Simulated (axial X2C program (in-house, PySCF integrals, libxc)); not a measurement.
**Testing model relations on ZrN⁻**

A bond curve at the PBE0 level, 2c, was computed with an in-house relativistic program for diatomic molecules (basis Zr dyall-acv3z [12s13p10d6f3g], N dyall-av3z [7s7p3d2f] (cores contracted in-house)) for the state Ω = 0 (closed shell). Its fit gives Re = 1.7009 Å, ωe = 1033.8 cm⁻¹, ωexe = 2.87 cm⁻¹ and αe = 1.941e-03 cm⁻¹; the masses are 89.9047 and 14.0031 u. Two-component means X2C with spin–orbit coupling and atomic mean-field Coulomb and Gaunt terms.

(1) Find the reduced mass, Be and the force constant.

(2) A Morse curve ties αe to the other constants (Pekeris). How well does that hold?

(3) Estimate the centrifugal constant by the Kratzer relation.

(4) Where do the fundamental and the first overtone lie?

(5) Estimate De from a Morse curve and compare with the computed well depth of 6.918 eV to Zr- + N.

The state is a single determinant with fixed occupations, the lowest that a limited PBE0 search found. Dissociation energies refer to the lowest single-determinant-based atoms at the same level and basis. The functionals have no current-density term, which raises determinants with orbital currents, atoms included. The highest occupied level of some functionals is positive through self-interaction error; at Hartree–Fock it is bound.

Results:

(1) From the PBE0 values: μ = 12.1160 u. Be = 16.8576/(μ Re²) = 0.4809 cm⁻¹. k = 5.8918×10⁻⁷ μ ωe² = 7.63 mdyn/Å.

(2) αe(Morse) = 6Be²/ωe × (√(ωexe/Be) − 1) = 1.937e-03 cm⁻¹; the PBE0 curve gives 1.941e-03 cm⁻¹, a ratio of 1.00.

(3) D = 4Be³/ωe² = 4.16e-07 cm⁻¹.

(4) ν(1←0) = ωe − 2ωexe = 1028.1 cm⁻¹; ν(2←0) = 2ωe − 6ωexe = 2050.4 cm⁻¹.

(5) De(Morse) = ωe²/(4ωexe) = 11.542 eV against 6.918 eV computed, a ratio of 1.67. The extrapolation overshoots: the well softens faster than a Morse curve, or the lowest atomic limit lies below the one to which the curve heads.
